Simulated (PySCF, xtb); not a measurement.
C2H7FGe, SMILES [F][GeH2][CH2]C.

xtb with GFN2-xTB at its own geometry gives an orbital gap of 7.30 eV and a dipole moment of 3.13 D.

The structure is a stationary point at B3LYP-D3(BJ)/def2-SVP. The values are those of a single conformer.

**Question.** What does PBE0/def2-TZVP in PySCF give? (The exact figures need the calculation; the answer reports its results.)

**Answer.** gap 8.82 eV (levels -8.49 and 0.33 eV), dipole 2.47 D.
